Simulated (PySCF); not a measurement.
Ligands exchanged one at a time, In H-NH2. All species are isolated molecules in the gas phase. One relaxed conformer stands for each flexible species; it need not be the lowest. Strings in code marks are SMILES.

Computed with r2SCAN-D4/def2-TZVP (PySCF). Delta-SCF ions had no search for a lower state. Excitations are Tamm–Dancoff values on a coarser integration grid. The basis has no diffuse functions, so Rydberg states are missing or too high.

```csv
species,S1–T1 gap (TDA) (eV),HOMO–LUMO gap (eV),vertical ionisation energy (Delta-SCF) (eV),brightest of the four lowest singlets (TDA) (eV),S1 oscillator strength
0 of 3 H replaced by NH2,–,4.99,10.44,–,–
1 of 3 H replaced by NH2,1.40,[?],9.05,5.17,0.101
2 of 3 H replaced by NH2,[?],[?],8.49,5.68,0.004
3 of 3 H replaced by NH2 (`[NH2][In]([NH2])[NH2]`),[?],4.46,–,5.88,0.003
```

### Question
Complete the blanks.

### Answer

- 1 of 3 H replaced by NH2, HOMO–LUMO gap (eV): 4.38
- 2 of 3 H replaced by NH2, S1–T1 gap (TDA) (eV): 0.68
- 2 of 3 H replaced by NH2, HOMO–LUMO gap (eV): 4.75
- 3 of 3 H replaced by NH2 (`[NH2][In]([NH2])[NH2]`), S1–T1 gap (TDA) (eV): 0.70
